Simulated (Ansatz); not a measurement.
`CO[SiH](O)Br`, relaxed with RKS PBE0-D4/def2-TZVP in the Gaussian-basis code of Ansatz from a GFN2-xTB geometry. The force threshold is 0.005 eV/Å; the program also tests the step.

The species carries charge 0 and has multiplicity 1.

Start:

```xyz
10

C    -1.278    1.035   -0.282
O    -0.801   -0.275   -0.238
Si    0.572   -0.831    0.371
O     1.817   -0.023   -0.272
Br    0.559   -2.912   -0.317
H    -1.663    1.327    0.698
H    -0.487    1.727   -0.576
H    -2.086    1.071   -1.014
H     0.642   -0.821    1.819
H     2.725   -0.297   -0.188
```

```json
{"step": "1", "energy (eV)": "-83125.7398", "largest force (eV/Å)": "0.423", "largest move (Å)": "0.000"}
{"step": "2", "energy (eV)": "-83125.7877", "largest force (eV/Å)": "0.304", "largest move (Å)": "0.121"}
{"step": "3", "energy (eV)": "-83125.7939", "largest force (eV/Å)": "0.224", "largest move (Å)": "0.024"}
{"step": "4", "energy (eV)": "-83125.7980", "largest force (eV/Å)": "0.115", "largest move (Å)": "0.023"}
{"step": "5", "energy (eV)": "-83125.8012", "largest force (eV/Å)": "0.082", "largest move (Å)": "0.035"}
{"step": "6", "energy (eV)": "-83125.8036", "largest force (eV/Å)": "0.055", "largest move (Å)": "0.042"}
{"step": "7", "energy (eV)": "-83125.8042", "largest force (eV/Å)": "0.027", "largest move (Å)": "0.019"}
{"step": "8", "energy (eV)": "-83125.8043", "largest force (eV/Å)": "0.029", "largest move (Å)": "0.017"}
{"step": "9", "energy (eV)": "-83125.8046", "largest force (eV/Å)": "0.013", "largest move (Å)": "0.024"}
{"step": "10 (rejected)", "energy (eV)": "-83125.8045", "largest force (eV/Å)": "0.050", "largest move (Å)": "0.048"}
{"step": "11", "energy (eV)": "-83125.8047", "largest force (eV/Å)": "0.041", "largest move (Å)": "0.024"}
{"step": "12", "energy (eV)": "-83125.8049", "largest force (eV/Å)": "0.038", "largest move (Å)": "0.038"}
{"step": "13", "energy (eV)": "-83125.8050", "largest force (eV/Å)": "0.019", "largest move (Å)": "0.007"}
{"step": "14", "energy (eV)": "-83125.8052", "largest force (eV/Å)": "0.003", "largest move (Å)": "0.015"}
{"step": "15", "energy (eV)": "-83125.8053", "largest force (eV/Å)": "0.013", "largest move (Å)": "0.034"}
{"step": "16", "energy (eV)": "-83125.8054", "largest force (eV/Å)": "0.012", "largest move (Å)": "0.015"}
{"step": "17", "energy (eV)": "-83125.8054", "largest force (eV/Å)": "0.008", "largest move (Å)": "0.008"}
{"step": "18", "energy (eV)": "-83125.8054", "largest force (eV/Å)": "0.006", "largest move (Å)": "0.004"}
{"step": "19", "energy (eV)": "-83125.8054", "largest force (eV/Å)": "0.005", "largest move (Å)": "0.003"}
{"step": "20", "energy (eV)": "-83125.8054", "largest force (eV/Å)": "0.004", "largest move (Å)": "0.002"}
```

End:

```xyz
10

C    -1.249    1.046   -0.293
O    -0.830   -0.304   -0.347
Si    0.533   -0.871    0.312
O     1.778    0.020   -0.252
Br    0.721   -2.986   -0.301
H    -1.376    1.382    0.742
H    -0.530    1.700   -0.793
H    -2.210    1.118   -0.802
H     0.490   -0.845    1.790
H     2.673   -0.259   -0.056
```

Hardware: 2 threads of an AMD EPYC 7R13 on a shared host and a share of an NVIDIA H100 80 GB. Wall time 47 s, peak host memory 0.88 GiB.
